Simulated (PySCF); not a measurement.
Se(tBu)(SMe), SMILES CS[Se]C(C)(C)C (GFN2-xTB optimised geometry):

```
19

Se     0.120    -1.853     0.000
C     -0.311     0.152     0.000
C      0.225     0.741    -1.293
C     -1.828     0.235     0.068
C      0.338     0.796     1.212
H      0.031     1.812    -1.323
H     -0.254     0.277    -2.153
H      1.300     0.584    -1.369
H     -2.280    -0.290    -0.772
H     -2.199    -0.206     0.992
H     -2.141     1.278     0.032
H     -0.004     0.325     2.132
H      1.423     0.719     1.153
H      0.078     1.853     1.251
S      2.280    -1.853     0.000
C      2.703    -2.114     1.762
H      2.380    -1.266     2.356
H      3.784    -2.205     1.796
H      2.240    -3.030     2.114
```

Computed with PySCF with CAM-B3LYP/def2-SVP.

**Question.** What are the frontier orbital energies and the dipole moment?

**Answer.** HOMO-2 -9.78 eV, HOMO-1 -7.88 eV, HOMO -7.51 eV, LUMO 0.95 eV, LUMO+1 1.76 eV; dipole moment 1.89 D.

On the same geometry PBE/def2-SVP (PySCF 2.14.0) gives HOMO-2 -7.27 eV, HOMO-1 -5.47 eV, HOMO -5.10 eV, LUMO -1.18 eV, LUMO+1 -0.35 eV; dipole moment 1.84 D.

Meta-Löwdin charges at CAM-B3LYP/def2-SVP: Se1 0.01, C2 0.04, C3 -0.29, C4 -0.29, C5 -0.29, H6 0.09, H7 0.10, H8 0.10, H9 0.10, H10 0.10, H11 0.10, H12 0.10, H13 0.10, H14 0.09, S15 -0.06, C16 -0.33, H17 0.11, H18 0.12, H19 0.12.
